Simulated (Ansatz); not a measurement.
A nudged elastic band was laid between two geometries of CH4AlNSi (8 atoms, charge 0, multiplicity 1).

Computed with UKS CAM-B3LYP/def2-SVP in Ansatz 0.2.0.

```yaml
movable_images: 7
climbing_image: yes
spring: 5.0 eV/Å²
optimiser: quadratic models (default)
start_path: through a guess of the saddle point
force_threshold: 0.05 eV/Å
iteration_limit: 39
end_points: relaxed
```

Image 0:

```xyz
8
Properties=species:S:1:pos:R:3
N -0.862 1.546 -0.714
Al 0.573 0.530 -0.532
C 0.529 -1.069 0.518
Si -0.067 -2.265 1.486
H -0.894 2.401 -1.259
H -1.769 1.366 -0.296
H 1.905 0.967 -1.256
H 0.584 -3.474 2.053
```

Image 8:

```xyz
8
Properties=species:S:1:pos:R:3
N -0.341 1.279 -0.895
Al 1.010 1.233 0.805
C 0.561 -0.662 0.943
Si 0.042 -2.245 0.868
H -0.438 2.171 -1.382
H -1.267 0.983 -0.576
H -0.037 0.571 -1.569
H 0.469 -3.329 1.805
```

(1) Which bonds break or form, and what moves?

(2) Give the energies along the band, and the barrier.

(3) What is the geometry of the highest image?

The band took 18 iterations and of the order of 22 core-minutes.

## Answers

(1) Bonds broken: Al2–H7. Bonds formed: N1–H7.

(2) The run converged. The highest image is number 5 of 0 to 8, 3.11 eV above the first end and 1.87 eV above the last; the last end lies 1.24 eV above the first. Neighbouring images differ by up to 1.7 eV, so the band resolves the path poorly. A vibrational analysis at the climbing image gives one clearly imaginary mode, 1477i cm⁻¹: a first-order saddle point.

```json
{"image": "0", "path coordinate (Å)": "0.00", "energy (eV)": "0.00", "Al2–H7 (Å)": "1.58", "N1–H7 (Å)": "2.88"}
{"image": "1", "path coordinate (Å)": "0.41", "energy (eV)": "0.07", "Al2–H7 (Å)": "1.58", "N1–H7 (Å)": "2.76"}
{"image": "2", "path coordinate (Å)": "0.81", "energy (eV)": "0.38", "Al2–H7 (Å)": "1.57", "N1–H7 (Å)": "2.58"}
{"image": "3", "path coordinate (Å)": "1.22", "energy (eV)": "1.10", "Al2–H7 (Å)": "1.57", "N1–H7 (Å)": "2.28"}
{"image": "4", "path coordinate (Å)": "1.62", "energy (eV)": "2.29", "Al2–H7 (Å)": "1.60", "N1–H7 (Å)": "1.89"}
{"image": "5", "path coordinate (Å)": "2.03", "energy (eV)": "3.11", "Al2–H7 (Å)": "1.71", "N1–H7 (Å)": "1.48"}
{"image": "6", "path coordinate (Å)": "2.87", "energy (eV)": "1.37", "Al2–H7 (Å)": "2.46", "N1–H7 (Å)": "1.03"}
{"image": "7", "path coordinate (Å)": "3.72", "energy (eV)": "1.25", "Al2–H7 (Å)": "2.68", "N1–H7 (Å)": "1.02"}
{"image": "8", "path coordinate (Å)": "4.56", "energy (eV)": "1.24", "Al2–H7 (Å)": "2.68", "N1–H7 (Å)": "1.02"}
```

(3) 
```xyz
8
Properties=species:S:1:pos:R:3:forces:R:3
N -0.576 1.483 -0.784 0.01 0.00 0.01
Al 0.958 0.573 -0.134 -0.01 -0.01 0.00
C 0.570 -1.087 0.713 0.01 0.04 -0.02
Si -0.087 -2.381 1.508 0.00 -0.02 0.01
H -0.512 2.493 -0.902 0.00 0.00 0.00
H -1.548 1.179 -0.917 -0.01 0.00 0.00
H 0.600 1.268 -1.652 0.01 -0.01 -0.01
H 0.597 -3.529 2.168 0.00 0.00 0.00
```

Run time: 12 min on 2 threads of Arm Neoverse V1 (shared host), peak memory 0.28 GiB.
